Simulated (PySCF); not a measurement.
## Unknown compound

An unknown has the formula C7H5NSi. Its calculated NMR data are:

1H NMR (300 MHz, computed): δ 7.47 (m, 1H), 7.43 (m, 1H), 5.94 (m, 1H), 4.89 (m, 1H), 3.63 (s, 1H).

13C{1H} NMR (computed): δ 163.9 (CH), 160.3 (CH), 130.2 (CH), 129.5 (C), 120.5 (C), 101.6 (CH), 86.2 (C).

PySCF 2.14.0 with density-fitted response routines calculation with shielding tensors at PBE0/pcSseg-1 (GIAO) and geometry: GFN2-xTB; one conformer, in vacuum, non-relativistic.

Scale: TMS for 1H, 13C (reference shieldings calculated alike).

Question: Which of these isomers gave the spectra?
A. C#CC#C/C([SiH3])=C/C#N
B. C#C[Si@@H]1[C@H](C#N)C12C=C2
C. C#C/C=C(\C#C)[SiH2]C#N
D. C#CC1=CC=C[Si@@H]1C#N
E. C#C[Si@@H]1[C@@H](C#N)C12C=C2
F. C#CC#C/C([SiH3])=C\C#N

Answer: D. 

The formula gives 7 degrees of unsaturation (1 ring in the answer). 7 carbon signals for 7 carbons: no two carbons are equivalent. Carbon types of the structure: 3 × C, 4 × CH, leaving 1 H on heteroatoms. δC 163.9, 160.3, 130.2: alkene CH; the olefinic region. δC 129.5: fully substituted alkene carbon; an sp2 carbon of a C=C bond. δC 120.5: nitrile carbon; this is the usual window of a C≡N carbon, which has no attached hydrogen. δC 101.6: terminal alkyne carbon; sp carbons lie upfield of alkene carbons because the cylindrical π system leaves one tensor component strongly shielded. δC 86.2: alkyne carbon; sp carbons lie upfield of alkene carbons because the cylindrical π system leaves one tensor component strongly shielded.

The others: C#C[Si@@H]1[C@H](C#N)C12C=C2 has carbons computed at 124.1, 122.4, 121.0, 107.0, 81.8, 22.5, 2.7; C#CC#C/C([SiH3])=C\C#N would give 3 signals for carbon-bound and other non-exchanging H, not 5; C#C[Si@@H]1[C@@H](C#N)C12C=C2 has carbons computed at 124.5, 121.9, 121.7, 104.7, 84.3, 23.4, 3.2; C#C/C=C(\C#C)[SiH2]C#N would give 4 signals for carbon-bound and other non-exchanging H, not 5; C#CC#C/C([SiH3])=C/C#N would give 3 signals for carbon-bound and other non-exchanging H, not 5.

Shifts are as computed. Against solution values, carbons near 30 ppm lie about +3 ppm off and those near 130 ppm about +5 ppm. Of 1309 compounds with measured shifts, 239 miss one by over three times the rms of a fit or turn the order of signals round; such compounds aren't used in these exercises. Multiplicities follow the n + 1 count of equivalent neighbours, as no J values were calculated; m marks all less simple cases, F and P coupling included.
